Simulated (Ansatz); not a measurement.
`C#[C][Ge]([F])([F])[C]#C` + CH₃OH → `C#[C][Ge]([F])([F])[O]C` + `C#C` at 500 K and 1 bar (ligand exchange at a Ge–C bond).

Isolated molecules relaxed with PBE0-D4/def2-TZVP in Ansatz; ΔE leaves out vibrations. CCSD(T)/CBS is the MP2 limit (def2-TZVPP, def2-QZVPP) plus CCSD(T) − MP2 in def2-TZVPP, frozen cores. This one scheme is used for every species. For Ge outer-core shells are correlated without core-valence functions, which leaves a few kJ/mol of doubt a bond. Scalar relativity is left out up to krypton. One conformer a species, not always the lowest.

| species | CCSD(T)/CBS energy (Eh) | H − E (kJ/mol) | S (J/(mol·K)) |
| --- | --- | --- | --- |
| `C#[C][Ge]([F])([F])[C]#C` | -2429.06648 | 167.1 | 452.8 |
| CH₃OH | -115.61712 | 157.0 | 265.4 |
| `C#[C][Ge]([F])([F])[O]C` | -2467.46815 | 231.9 | 482.7 |
| `C#C` | -77.22717 | 90.7 | 225.3 |

H − E and S are ideal-gas, rigid-rotor, harmonic terms from PBE0-D4/def2-TZVP, for one conformer and one mirror image of each species. 1 Eh = 2625.50 kJ/mol, R = 8.31446 J/(mol·K).

**Question.** By hand: ΔE, ΔH, ΔS and ΔG.

**Answer.** ΔE = (-2467.46815) + (-77.22717) − (-2429.06648) − (-115.61712) = -0.01172 Eh = -30.8 kJ/mol. Δ(H − E) = 231.9 + 90.7 − 167.1 − 157.0 = -1.5, so ΔH = -32.3 kJ/mol. ΔS = 482.7 + 225.3 − 452.8 − 265.4 = -10.2 J/(mol·K). ΔG = -32.3 − 500 × (-10.2)/1000 = -27.2 kJ/mol.

**Question.** By hand: the equilibrium constant, and the temperature at which ΔG would vanish if ΔH and ΔS stayed fixed.

**Answer.** log₁₀ K = −ΔG/(RT ln 10) = 2.8. ΔG = 0 at ΔH/ΔS = 3167 K, far beyond where these terms or the molecules hold.

The number of gas molecules stays the same, so ΔS is small and ΔH decides. A doubt of 5 kJ/mol in ΔE shifts log₁₀ K by 0.5 here. Other conformers and mirror images would add mixing entropy, several J/(mol·K) or more a flexible species. Modes under 60 cm⁻¹, often nearly free rotors, make the harmonic entropy too high. These are equilibria of isolated gas molecules and say nothing of rates. Largest T1 diagnostic: 0.013 (customary marks: 0.02 for closed shells, 0.045 for open ones).
